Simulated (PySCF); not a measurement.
PySCF input file for chlorobenzene (C6H5Cl), SMILES Clc1ccccc1, B3LYP/pcSseg-1. Geometry: PBE-D3(BJ)/def2-SVP.

```python
import numpy as np
from pyscf import gto, scf, dft
from pyscf.prop.nmr import rks as nmr

mol = gto.M(
    atom='''
    Cl    0.00000000   -0.00000000    2.26340151
    C     0.00000000   -0.00000000    0.51639694
    C     0.00000000   -1.22284047   -0.17469356
    C     0.00000000   -1.21398760   -1.57767698
    C     0.00000000   -0.00000000   -2.28299141
    C     0.00000000    1.21398760   -1.57767698
    C     0.00000000    1.22284047   -0.17469356
    H     0.00000000   -2.16624852    0.38908964
    H     0.00000000   -2.17033621   -2.12247414
    H     0.00000000   -0.00000000   -3.38304341
    H     0.00000000    2.17033621   -2.12247414
    H     0.00000000    2.16624852    0.38908964
    ''',
    basis='pcSseg-1',
    charge=0,
    spin=0,
    max_memory=1600,
    verbose=3,
)
mf = dft.RKS(mol, xc='b3lyp')
mf.grids.level = 3
mf.conv_tol = 1e-10
mf.max_cycle = 100
mf.kernel()
n = nmr.NMR(mf)
n.verbose = 2
n.max_cycle_cphf = 60
sigma = n.kernel()
print('atom   isotropic/ppm   span/ppm')
for i, s in enumerate(sigma):
    w = np.linalg.eigvalsh((s + s.T) / 2)
    print(f'{mol.atom_symbol(i):2s}{i + 1:3d} {w.mean():14.3f} {w[2] - w[0]:11.3f}')
```

Log of the run:

```
converged SCF energy = -691.821400839807
atom   isotropic/ppm   span/ppm
Cl  1        677.855     500.242
C   2         27.546     187.625
C   3         41.290     207.553
C   4         41.412     233.698
C   5         44.877     235.889
C   6         41.412     233.698
C   7         41.290     207.553
H   8         23.875       8.803
H   9         23.922       6.075
H  10         24.019       5.545
H  11         23.922       6.075
H  12         23.875       8.803
```

Self-consistency was reached.
